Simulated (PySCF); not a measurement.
(2S)-2-fluoro-1-methoxypropane (C4H9FO), SMILES COC[C@H](C)F. Atoms are numbered in the order given.

```xyz
15

C      2.4308    -0.5274    -0.3242
O      1.0522    -0.3038    -0.4767
C      0.3980    -0.0487     0.7416
C     -1.0755     0.2470     0.4968
C     -1.7643    -0.7660    -0.4013
F     -1.1955     1.5164    -0.0777
H      2.9543     0.3544     0.1212
H      2.8559    -0.7185    -1.3288
H      2.6462    -1.4114     0.3267
H      0.8518     0.8279     1.2687
H      0.4791    -0.9251     1.4371
H     -1.5740     0.2888     1.4940
H     -2.8174    -0.4703    -0.5713
H     -1.2379    -0.8184    -1.3729
H     -1.7501    -1.7735     0.0607
```
Charge 0, spin multiplicity 1.

Geometry: PBE-D3(BJ)/def2-SVP. One conformer was computed; it need not be the lowest.

Two levels are set side by side: PBE/pcSseg-1 (PySCF) and HF/pcSseg-1 (PySCF). GIAO shifts against CFCl3 (¹⁹F), H2O (¹⁷O), TMS (¹H), TMS (¹³C) at the same level; non-relativistic, no solvent, atoms listed together averaged. Differences are taken from unrounded values.

```csv
quantity,HF,PBE,PBE minus HF
δ(¹³C) of C1 (ppm),57.6,66.2,8.6
δ(¹⁷O) of O2 (ppm),-8.9,35.8,44.7
δ(¹³C) of C3 (ppm),72.3,85.4,13.1
δ(¹³C) of C4 (ppm),84.9,98.5,13.5
δ(¹³C) of C5 (ppm),21.0,21.8,0.8
δ(¹⁹F) of F6 (ppm),-168.3,-216.6,-48.2
δ(¹H) of H12 (ppm),4.50,5.17,0.67
```

Rough cost on one machine, each run with all the roots and properties that it gave: HF against PBE within a factor of 2.
